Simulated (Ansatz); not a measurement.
# Ligand exchange: C3H7F + C3H9MgN → C3H9N + C3H7FMg

Species: C3H7F (2-fluoropropane) `CC(C)F`, singlet; C3H9MgN `C[CH](C)[Mg][NH2]`, singlet; C3H9N (isopropylamine) `CC(C)N`, singlet; C3H7FMg `C[CH](C)[Mg][F]`, singlet. The partners trade F for NH2: C–F and Mg–NH2 bonds give way to C–NH2 and Mg–F.

Shapes, held fixed at every level: PBE0-D4/def2-TZVP. Flexible molecules stand in one conformer, not always the lowest. Programs: Ansatz 0.2.0. Electronic energies: no zero-point or thermal term.

| level | kind | ΔE (kJ/mol) | less CCSD(T)/def2-TZVPP |
| --- | --- | --- | --- |
| B3LYP-D4/def2-TZVPP | global hybrid | -121.8 | +1.3 |
| r2SCAN0-D4/def2-TZVPP | global hybrid | -121.7 | +1.4 |
| wB97X-V/def2-TZVPP | range-separated hybrid | -121.8 | +1.3 |
| B2PLYP/def2-TZVPP | double hybrid | -122.6 | +0.5 |
| MP2/def2-SVP | perturbation theory | -148.6 | -25.5 |
| MP2/def2-TZVPP | perturbation theory | -131.6 | -8.5 |
| CCSD/def2-TZVPP | coupled cluster or CI | -122.9 | +0.2 |
| CCSD(T)/def2-TZVPP | coupled cluster or CI | -123.1 | 0.0 |

The highest level, CCSD(T)/def2-TZVPP, gives ΔE = -123.1 kJ/mol; the levels span -148.6 to -121.7. The column of differences is taken from that level and isn't an error. No measured value is set beside it here. Correlated rows may include outer-core shells of Mg, which these sets cover unevenly.
